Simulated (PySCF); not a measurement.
A structure optimised at r2SCAN-D4/def2-SVP, used in a PySCF frequency run:

```
C
H 1 1.1108
C 1 1.5351 2 107.11
H 3 1.1042 1 112.90 2 58.62
H 3 1.1058 4 106.91 1 -123.75
H 3 1.1100 4 106.64 5 -113.03
C 1 1.5351 2 107.11 3 -118.32
H 7 1.1042 1 112.90 2 -58.62
H 7 1.1058 8 106.91 1 123.75
H 7 1.1100 8 106.64 9 113.03
Mg 1 2.1316 2 105.95 3 120.84
H 11 1.7128 2 156.51 1 180.00
```
Charge 0, spin multiplicity 1.

Write its SMILES, formula and point group.

C[CH](C)[MgH], C3H8Mg, Cs

What are its rotational constants (standard atomic weights)?

8.0910, 3.7926, 2.8063 GHz
